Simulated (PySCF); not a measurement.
ClI, SMILES ClI. Atoms are numbered in the order given.

```xyz
2

Cl     0.0000     0.0000    -1.7753
I      0.0000     0.0000     0.5694
```

Geometry optimised at B3LYP-D3(BJ)/def2-TZVP. The def2 effective core potentials stand for the cores of I; spin–orbit coupling is left out.

Level of theory: PBE/def2-TZVPD in PySCF.

Isolated molecule, no solvent.

Question: Estimate the frontier levels, gap, dipole moment and polarisability. (Estimate from the structure and the level; the computed values follow.)

Answer: 
```json
{
 "highest_occupied_level": "-6.68 eV",
 "lowest_empty_level": "-4.55 eV",
 "orbital_gap": "2.13 eV",
 "dipole_moment": "1.12 D",
 "quadrupole, principal values (traceless, Buckingham form, about the centre of nuclear charge)": "-1.83, -1.83, 3.66 D·Å",
 "mean_static_polarisability": "51.1 bohr³ (7.57 Å³)",
 "polarisability_principal_values": "43.2, 43.2, 66.9 bohr³"
}
```
